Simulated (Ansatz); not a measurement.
Ansatz (an electronic-structure program) input:

Ansatz 0.2 input:
```yaml
crystal:
  periodic: [false, false, false]
  atoms:
    - {symbol: C, position_ang: [-0.00000000, -0.00000000, -0.62355895]}
    - {symbol: C, position_ang: [0.00000000, 0.00000000, 0.62355895]}
basis:
  gaussian:
    orbitals: def2-TZVPD
hamiltonian:
  xc: {name: PBE}
magnetization: {spin_polarized: true, initial_magnetization: 2}
```

Problem. What final total energy does it print?

Solution. -75.84035 Eh (PBE/def2-TZVPD). The basis has 74 functions.

This state (charge 0, triplet) is run at the relaxed geometry of the species with charge 0 and multiplicity 1, and is a spin state other than that species' own.
